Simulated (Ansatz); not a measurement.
Consider the formal exchange of groups at the Si–Ge bond: `F[Si](Cl)(Cl)[GeH3]` + SiH₄ → `F[Si]([SiH3])(Cl)Cl` + GeH₄.

Computed with Ansatz on PBE0-D4/def2-TZVP structures; ΔE is electronic, products minus reactants. CCSD(T)/CBS is the MP2 limit (def2-TZVPP, def2-QZVPP) plus CCSD(T) − MP2 in def2-TZVPP, frozen cores. This one scheme is used for every species. For Ge outer-core shells are correlated without core-valence functions, which leaves a few kJ/mol of doubt a bond. Scalar relativity is left out up to krypton.

`F[Si](Cl)(Cl)[GeH3]`:

Z-matrix (Å, degrees):
```
Si
Cl 1 2.038
Cl 1 2.038 2 108.8
F 1 1.589 2 107.0 3 115.4
Ge 1 2.370 2 111.5 3 -123.3
H 5 1.533 1 108.3 2 61.2
H 5 1.534 1 109.2 2 -58.6
H 5 1.534 1 109.2 2 -179.1
```

SiH₄:

Z-matrix (Å, degrees):
```
Si
H 1 1.485
H 1 1.485 2 109.5
H 1 1.485 2 109.5 3 -120.0
H 1 1.485 2 109.5 3 120.0
```

`F[Si]([SiH3])(Cl)Cl`:

```xyz
8

F    -2.036   -0.741    0.641
Si   -0.538   -0.934    0.150
Si    0.527    1.120   -0.141
Cl   -0.611   -1.981   -1.598
Cl    0.412   -2.064    1.555
H     1.911    0.852   -0.602
H     0.547    1.842    1.155
H    -0.212    1.907   -1.160
```

GeH₄:

Cartesian coordinates in Å:
```
Ge 0.000 0.000 0.000
H 1.364 0.401 -0.577
H 0.115 -0.157 1.522
H -0.446 -1.331 -0.620
H -1.033 1.087 -0.325
```

```
              species  CCSD(T)/CBS(def2) energy (Eh)
`F[Si](Cl)(Cl)[GeH3]`                    -3386.51611
                 SiH₄                     -291.46306
`F[Si]([SiH3])(Cl)Cl`                    -1599.47838
                 GeH₄                    -2078.49493
```

(1) Work out ΔE.

Largest T1 diagnostic among the species: 0.012.

## Answers

(1) ΔE = (-1599.47838) + (-2078.49493) − (-3386.51611) − (-291.46306) = 0.00586 Eh = +3.7 kcal/mol.

Leaving LDA and LC-ωPBE aside and taking each functional with its dispersion term where it has one, the values, not all of them listed here, spread over 2.1 kcal/mol, from B97M-V to ωB97M-V.
